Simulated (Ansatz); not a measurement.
Gas-phase electronic energies from Ansatz, PBE0-D4/def2-TZVP geometries. CCSD(T)/CBS adds triple-zeta CCSD(T) − MP2 to the extrapolated MP2 energy (def2 sets, frozen cores). DFT in def2-TZVPP. For Ge outer-core shells are correlated without core-valence functions, which leaves a few kJ/mol of doubt a bond. Scalar relativity is left out up to krypton. Each species was taken in one conformer, which may not be the lowest.

`F[Si](F)(F)[GeH3]` + `NB(O)Cl` → `NB(Cl)[O][GeH3]` + `F[SiH](F)F`  (cleavage of the Ge–Si bond)

CCSD(T)/CBS gives -0.13 eV.

Problem. Another level gave -0.20 eV. Which?
A. CCSD/def2-TZVPP
B. BLYP/def2-TZVPP
C. LDA (SPW92)/def2-TZVPP
D. ωB97M-V/def2-TZVPP

Solution. A. CCSD/def2-TZVPP -0.20, ωB97M-V -0.10, BLYP -0.04, LDA (SPW92) 0.13 eV.

Largest T1 diagnostic among the species: 0.012.

Leaving LDA and LC-ωPBE aside and taking each functional with its dispersion term where it has one, the values, not all of them listed here, spread over 0.27 eV, from BHLYP-D4 to PBE-D4. From PBE to PBE0 (25 % exact exchange), in def2-TZVPP and without D4, ΔE moves by −0.06 eV. In def2-TZVPP, CCSD(T) changes the Hartree–Fock value by +0.17 eV (the triples alone add +0.01 eV) and MP2 by +0.12 eV.
